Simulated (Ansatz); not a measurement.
Consider the ligand exchange at the In–C bond: `C[CH2][In]([F])[Cl]` + CH₃OH → `C[O][In]([F])[Cl]` + `CC`.

Computed with Ansatz on PBE0-D4/def2-TZVP structures; ΔE is electronic, products minus reactants. CCSD(T)/CBS is the MP2 limit (def2-TZVPP, def2-QZVPP) plus CCSD(T) − MP2 in def2-TZVPP, frozen cores. This one scheme is used for every species. Functionals use def2-TZVPP. Elements past krypton have def2 core potentials. For In outer-core shells are correlated without core-valence functions, which leaves a few kJ/mol of doubt a bond. One conformer a species, not always the lowest.

Task: Is it downhill or uphill in electronic energy at CCSD(T)/CBS, and by how much? (Best estimate.)

Result: The calculation gave: Downhill: ΔE = -0.21 eV.

Task: What do these levels give: BHLYP-D4, revPBE, LC-ωPBE, MP2/def2-SVP, SCS-MP2/def2-QZVPP, HF/CBS(def2)? (An estimate is asked.)

Result: Computed: BHLYP-D4 -0.22, revPBE -0.20, LC-ωPBE -0.24, MP2/def2-SVP -0.37, SCS-MP2/def2-QZVPP -0.24, HF/CBS(def2) -0.34 eV.

Task: What do rigid-rotor, harmonic-oscillator terms from PBE0-D4/def2-TZVP frequencies (298.15 K, 1 bar) make of the CCSD(T)/CBS value? (Estimate.)

Result: Computed: ΔZPE = -0.01 eV, ΔH = -0.22 eV, ΔS = -14 J/(mol·K), ΔG = -0.18 eV. Modes under 50 cm⁻¹ make the entropy rough.

Largest T1 diagnostic among the species: 0.016.

From r2SCAN to r2SCAN0 (25 % exact exchange), in def2-TZVPP and without D4, ΔE moves by +0.05 eV. Leaving LDA and LC-ωPBE aside and taking each functional with its dispersion term where it has one, the values, not all of them listed here, spread over 0.18 eV, from B97M-V to HSE06-D4. LDA lies +0.08 eV from PBE without D4.
